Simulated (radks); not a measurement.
Species: the carbon ion C+. Configuration: [He] 2s2 2p1. Method: scalar-relativistic Kohn-Sham, PBE, spin-unpolarised, spherical densities, finite nucleus; Fermi nuclear charge, rms radius 2.4702 fm; computed with a radial shooting solver on a logarithmic mesh with Libxc functionals.

Local quantities along the radius. ELF = 1/(1 + alpha^2) is the electron localisation function; alpha = (tau - tau_W)/tau_unif compares the Pauli kinetic energy density with that of the uniform gas; 4 pi r^2 rho is in e/bohr. tau is taken from the large components.

r (bohr)	ELF	alpha	4 pi r^2 rho
0.01397	1.000	0.0008575	0.2692
0.0172	1.000	0.0009045	0.3924
0.02117	1.000	0.0009669	0.5668
0.02607	1.000	0.001051	0.8097
0.03209	1.000	0.001167	1.141
0.0392	1.000	0.001322	1.563
0.04826	1.000	0.001554	2.125
0.05942	1.000	0.001903	2.818
0.07316	1.000	0.002454	3.626
0.08936	1.000	0.003327	4.461
0.11	1.000	0.004931	5.296
0.1355	1.000	0.008044	5.951
0.1668	1.000	0.01473	6.255
0.2053	0.999	0.03090	6.064
0.2508	0.995	0.07311	5.371
0.3088	0.957	0.2117	4.239
0.3802	0.665	0.7103	2.979
0.4681	0.155	2.332	1.958
0.5717	0.049	4.419	1.454
0.7039	0.103	2.947	1.463
0.8667	0.496	1.009	1.790
1.067	0.847	0.4248	2.068
1.314	0.918	0.2997	2.012
1.605	0.915	0.3055	1.605
1.976	0.861	0.4025	1.008
2.432	0.690	0.6703	0.4899
2.995	0.335	1.409	0.1795
3.658	0.071	3.612	0.05035
4.504	0.007	12.29	0.009194
5.545	0.000	54.14	0.001073

On this mesh the ELF has minima near r = 0.57 bohr, which separate the shells, and maxima near 1.4 (0.92).

Self-consistent cycle (total energy in hartree, residual of the potential): 1: -37.309948, 8e-01; 2: -37.343312, 5e-01; 3: -37.365556, 3e-02; 4: -37.365655, 1e-02; 5: -37.365663, 1e-03; 6: -37.365664, 2e-05; 7: -37.365664, 1e-05; 8: -37.365664, 8e-07; 9: -37.365664, 4e-07; 10: -37.365664, 2e-07; 11: -37.365664, 5e-09; 12: -37.365664, 1e-09.
